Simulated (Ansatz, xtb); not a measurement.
Molecule: C3H5S, net charge -1, singlet state. It need not be the lowest isomer of its formula. Whether it binds its extra electron was not tested at this geometry. 
Geometry from a B3LYP-D3(BJ)/def2-TZVP (Ansatz, a quantum-chemistry and plane-wave program) optimisation:
```
C
H 1 1.1026
H 1 1.1115 2 107.49
C 1 1.5291 2 115.32 3 -119.86
H 4 1.0934 1 118.18 2 87.11
H 4 1.0946 5 110.21 1 129.13
C 1 1.5487 2 115.33 3 130.90
H 7 1.1047 1 111.02 2 -102.82
S 4 1.8396 5 115.47 6 124.53
```
Charge -1, spin multiplicity 1.

Harmonic wavenumbers from GFN2-xTB (xtb, at its own minimum), cm⁻¹: 166, 489, 618, 729, 821, 867, 952, 1020, 1055, 1059, 1167, 1206, 1215, 1260, 1463, 1512, 2581, 2722, 2815, 2876, 2915.

Task: Give the harmonic wavenumbers at B3LYP-D3(BJ)/def2-TZVP (Ansatz, finite differences of forces, unscaled).

Result: 273, 418, 556, 681, 789, 900, 915, 970, 1013, 1052, 1133, 1199, 1231, 1282, 1453, 1478, 2789, 2889, 2904, 2994, 3039 cm⁻¹. Zero-point energy 42.8 kcal/mol.

Task: From these and the geometry, give the ideal-gas thermochemistry at 298.15 K and 1 atm (rigid rotor, harmonic oscillator).

Result: Point group C1, rotational symmetry number 1. Rotational constants 10.78, 6.574, 4.536 GHz. S(trans) 38.79, S(rot) 24.42, S(vib) 4.28, S(elec, spin only) 0.00, S 67.5 cal/(mol K). H(298) - H(0) 3.26 kcal/mol; G - E(el) 26.0 kcal/mol.
